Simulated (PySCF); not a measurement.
CHCl2NO2Si. Atoms are numbered in the order given.

```xyz
8

O      3.3834    -1.0756    -0.4638
C      2.2495    -0.8100    -0.4680
N      1.0773    -0.5466    -0.5031
Si    -0.5099    -0.0415    -0.1573
O     -1.6026    -0.7726    -1.1298
Cl    -0.5759     1.9883    -0.3776
Cl    -0.9874    -0.5387     1.7515
H     -1.5704    -0.5898    -2.0751
```

Geometry: ωB97X-D3(BJ)/def2-SVP. This is a generated structure with no PubChem entry under its InChIKey; it may be hypothetical. The values are those of a single conformer.

All values below come from PBE/pcSseg-1 (PySCF).

GIAO shieldings, no solvent; atoms listed in one row are averaged. δ = σ(ref) − σ: ¹⁷O against H2O (σ = 334.3 ppm); ¹³C against TMS (σ = 182.0 ppm); ¹⁵N against NH3 (σ = 267.0 ppm); ²⁹Si against TMS (σ = 335.4 ppm); ³⁵Cl against HCl (σ = 936.5 ppm); ¹H against TMS (σ = 31.49 ppm), references at their B3LYP-D3(BJ)/def2-TZVP geometries, non-relativistic (without spin–orbit terms, shifts of atoms bonded to Cl or Br come out too high).

```
nucleus  atoms  count  δ (ppm)
-------  -----  -----  -------
¹⁷O         O1      1    158.8
¹⁷O         O5      1     97.6
¹³C         C2      1    121.3
¹⁵N         N3      1     68.6
²⁹Si       Si4      1    -50.6
³⁵Cl       Cl6      1    145.9
³⁵Cl       Cl7      1    121.2
¹H          H8      1     2.78
```
